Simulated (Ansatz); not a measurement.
A made-up structure of GeNH4 (charge +1), closed shell:

```xyz
6
angstrom
N 0.0505 -1.0093 0.1058
Ge -0.0459 0.9182 -0.0962
H 0.8740 -1.5299 0.6838
H -0.7117 -1.7168 -0.3436
H -1.3524 1.5193 -0.9970
H 1.1855 1.8186 0.6472
```

It is relaxed with PBE-D4/def2-SVP and then PBE0-D4/def2-TZVP (Ansatz 0.2.0). Atoms count as bonded within 1.22 times the sum of their covalent radii (H–H: 0.88 Å). The end point is not checked to be a true minimum.

Q: Does its bonding change? (Judge from chemistry; the calculation decides.)

A: By the calculation: No: no bond forms or breaks.

Where it ends: The first stage lowers the energy by 1.16 eV in 4 steps. It ends as GeNH₄ ([NH2][GeH2]), total charge +1:
N1  (0.045, -0.901, 0.094)
Ge2  (-0.041, 0.820, -0.086)
H3  (0.780, -1.366, 0.611)
H4  (-0.635, -1.533, -0.307)
H5  (-1.208, 1.356, -0.890)
H6  (1.059, 1.624, 0.578)
(Å)

Labels in which every atom is bracketed show which atoms are joined, not bond orders.

For scale, one of the runs: PBE0-D4/def2-TZVP relaxation, 103 basis functions, launched by `ansatz run in.yaml --threads 2 --pin off --events-out ev --progress --plain --max-ram 4352MiB`. The run took about 7 s on 2 CPU threads of an Arm Neoverse V1 (shared host).
